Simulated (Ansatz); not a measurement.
Molecule: CH5Al (charge 0, singlet). 
Coordinates optimised at B3LYP-D3(BJ)/def2-TZVP (Ansatz, a quantum-chemistry and plane-wave program):
```
C
H 1 1.0914
H 1 1.0944 2 108.12
H 1 1.0955 2 107.65 3 -114.18
Al 1 1.9548 2 113.32 4 -122.23
H 5 1.5842 1 121.39 2 6.16
H 5 1.5845 6 118.84 1 -179.58
```
Charge 0, spin multiplicity 1.

Basis-set convergence of Hartree-Fock and CCSD(T) correlation energies (hartree) with Ansatz. Correlated levels leave the core frozen unless marked. Spin-orbit coupling is left out. Non-relativistic.

| basis | functions | E(HF) | E(corr, CCSD(T)) |
|---|---|---|---|
| def2-SVPD | 84 | -282.57841 | -0.27330 |
| def2-TZVPPD | 170 | -282.70523 | -0.31329 |
| def2-QZVPPD | 304 | -282.71439 | -0.32680 |

Extrapolating the two largest sets (X = 3 and 4) as X^-3: E(corr) = (64·(-0.32680) - 27·(-0.31329))/37 = -0.3367 Eh, an estimate of the basis-set limit. The largest set recovers 97.1 % of it, the smallest 81.2 %.
